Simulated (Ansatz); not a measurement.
Computed with Ansatz on PBE0-D4/def2-TZVP structures; ΔE is electronic, products minus reactants. CCSD(T)/CBS is the MP2 limit (def2-TZVPP, def2-QZVPP) plus CCSD(T) − MP2 in def2-TZVPP, frozen cores. DFT in def2-TZVPP. B3LYP here is the variant with VWN-RPA as its local correlation; programs differ in this. One conformer a species, not always the lowest.

`FCSC[SiH3]` + `N[SiH2]S` → `N[SiH2]S[SiH3]` + `CSCF`  (ligand exchange at the Si–C bond)

| species | B3LYP-D4 energy (Eh) |
| --- | --- |
| `FCSC[SiH3]` | -868.09553 |
| `N[SiH2]S` | -745.60103 |
| `N[SiH2]S[SiH3]` | -1036.35574 |
| `CSCF` | -577.36740 |

Question: Work out ΔE.

Answer: ΔE = (-1036.35574) + (-577.36740) − (-868.09553) − (-745.60103) = -0.02658 Eh = -0.72 eV. CCSD(T)/CBS gives -0.73 eV.

Largest T1 diagnostic among the species: 0.012.
